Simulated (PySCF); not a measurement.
C4H8F3GeP.
Z-matrix (Å and degrees, PBE0-D3(BJ)/def2-SVP geometry), rows numbered from 1:
```
F 
C   1  1.3446
F   2  1.3357  1  106.98
F   2  1.3358  1  106.95  3   114.91
C   2  1.5082  1  111.81  3  -122.42
C   5  1.5528  2  111.77  1   -58.33
Ge  6  1.9847  5   89.37  2   108.93
P   7  2.3170  6  120.67  5  -104.35
C   5  1.5536  2  111.51  1    57.02
H   5  1.1020  2  104.91  1   179.29
H   6  1.0992  5  112.02  2  -137.38
H   6  1.0985  5  115.12  2   -13.19
H   7  1.5439  6  116.13  5   121.15
H   8  1.4296  7   93.24  6   -70.41
H   8  1.4260  7   93.68  6    23.71
H   9  1.0986  5  115.03  2    13.06
H   9  1.0989  5  112.10  2   137.09
```

Theory: PySCF 2.14.0, PBE0-D3(BJ)/def2-SVP geometry optimisation, gas phase.

Masses are those of the commonest isotopes; rigid-rotor values at the optimised geometry. The values belong to one conformer with, in the numbering `[F:1][C:2]([F:3])([F:4])[C@H:5]1[CH2:6][Ge@@H:7]([PH2:8])[CH2:9]1`, C6–Ge7–P8–H -70° and 24°, C2–C5–C6–Ge7 109°, C5–C6–Ge7–P8 -104°, C6–Ge7–C9–C5 -9°, C2–C5–C9–Ge7 -109°.

(1) What are A, B and C (cm⁻¹)?

(2) Classify the top.

(3) Is it planar, by Δ = Ic − Ia − Ib?

(4) Give the coordinates in the principal-axis frame, origin at the centre of mass.

(5) Predict some low-J microwave lines.

## Answers

(1) Ia = 288.75, Ib = 808.09, Ic = 905.95 u·Å²; 505379 MHz·u·Å²/I gives 1750, 625.4 and 557.8 MHz, that is A = 0.05838, B = 0.02086, C = 0.01861 cm⁻¹.

(2) An asymmetric top. Ray's parameter κ = (2B − A − C)/(A − C) = -0.887; −1 is the prolate and +1 the oblate limit.

(3) Not planar: Δ = Ic − Ia − Ib = -190.89 u·Å². For a rigid frame Δ = −2 Σ m c², so Σ m c² = 95.45 u·Å² lies off the ab plane: 15.60 from hydrogen and 79.84 from heavier atoms. The atom farthest from that plane is 2.01 Å away.

(4) The sense of each axis is arbitrary; atoms in the order of the calculation.
```tsv
atom	mass (u)	a (Å)	b (Å)	c (Å)
F1	18.998	-1.310	-1.374	0.022
C2	12.000	-2.023	-0.234	0.002
F3	18.998	-2.813	-0.287	-1.073
F4	18.998	-2.812	-0.249	1.080
C5	12.000	-1.133	0.984	-0.022
C6	12.000	-0.179	1.025	1.202
Ge7	73.921	1.346	0.616	0.000
P8	30.974	2.280	-1.504	-0.046
C9	12.000	-0.165	0.957	-1.237
H10	1.008	-1.826	1.840	-0.050
H11	1.008	-0.107	2.033	1.635
H12	1.008	-0.426	0.322	2.009
H13	1.008	2.489	1.654	-0.026
H14	1.008	2.859	-1.365	1.253
H15	1.008	1.098	-2.135	0.442
H16	1.008	-0.404	0.210	-2.006
H17	1.008	-0.088	1.938	-1.726
```

(5) The dipole components are |μa| = 0.68 D, |μb| = 1.90 D, |μc| = 0.65 D. Intensities carry the squares of the components, which stand as 0.13 : 1.00 : 0.12 (a : b : c). Some lines, for components of 0.1 D or more:

```
type  branch         J(Ka,Kc)    MHz  lower level (cm⁻¹)
   a       Q  3(1,2) ← 3(1,3)    405               0.269
   a       Q  4(1,3) ← 4(1,4)    675               0.422
   b       Q  1(1,0) ← 1(0,1)   1192               0.039
   b       Q  2(1,1) ← 2(0,2)   1263               0.118
   a       R  2(1,2) ← 1(1,1)   2299               0.077
   b       R  1(1,1) ← 0(0,0)   2308               0.000
   b       Q  4(2,2) ← 4(1,3)   3188               0.444
   a       R  3(1,3) ← 2(1,2)   3447               0.154
   a       R  3(0,3) ← 2(0,2)   3538               0.118
   c       R  2(1,1) ← 1(0,1)   3626               0.039
   b       R  4(0,4) ← 3(1,3)   3735               0.269
   a       R  4(2,3) ← 3(2,2)   4731               0.391
   b       R  4(1,4) ← 3(0,3)   5561               0.236
   b       Q  4(3,1) ← 4(2,2)   5759               0.551
   c       Q  3(3,1) ← 3(2,1)   5780               0.392
   c       R  4(1,3) ← 3(0,3)   6236               0.236
   b       R  3(2,2) ← 2(1,1)   6924               0.160
   b       R  4(2,3) ← 3(1,2)   8006               0.282
   c       R  4(2,2) ← 3(1,2)   8050               0.282
   b       R  4(4,1) ← 3(3,0)  12843               0.585
```

Not checked by PBE0-D3(BJ)/def2-SVP frequencies. Zero-point vibration and centrifugal distortion are left out.
